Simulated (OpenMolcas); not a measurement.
Re4+ among 5 point charges of -1 e arranged as a square pyramid (C4v), 1.88 Å from the ion, with the axial distance 1.786 Å.
```
   1.8800    0.0000    0.0000  -1.00
   0.0000    1.8800    0.0000  -1.00
  -1.8800    0.0000    0.0000  -1.00
   0.0000   -1.8800    0.0000  -1.00
   0.0000    0.0000    1.7860  -1.00
```

```
Program             : OpenMolcas
Method              : CASSCF
Basis               : ANO-RCC-VDZP [7s6p4d2f1g]
Scalar Hamiltonian  : DKH2, point nucleus
Active space        : 3 electrons in 5 orbitals (5d)
State averaging     : 2S+1 = 4 even, 10 roots; 2S+1 = 2 even, 40 roots
Spin-orbit coupling : state interaction with AMFI integrals over the reference wave functions
```

**Question.** What is the spin-free ground state?

**Answer.** A state of multiplicity 4, 1-fold in its orbital part, 100 % from free-ion F terms; it has the highest spin that d3 allows.

**Question.** Where is the first state of the same spin?

**Answer.** A 2-fold state lies at 3880 cm-1 above the ground state.

**Question.** What are the lowest two levels with spin-orbit coupling?

**Answer.** A 2-fold level with g = 0.33, 1.32, 1.32, then a 2-fold level 1411 cm-1 above it. Their leading multiplicities are 4 (87 %) and 4 (90 %).

**Question.** What is χT at 300 K?

**Answer.** 0.14 cm3 K/mol.

Spin-orbit coupling mixes the spin-free states strongly: the lowest level takes only 39 % from its leading state, 2S+1 = 4, which lies 3885 cm-1 above the lowest spin-free state. Without dynamic correlation the repulsion within the d shell is too large (B by tens of per cent), so at a given field states of lower spin stand too high. Point charges carry no covalency, so the field is a model and not that of real ligands. An unlabelled pair can be two single states that coincide in this model. No measured value stands beside these numbers.
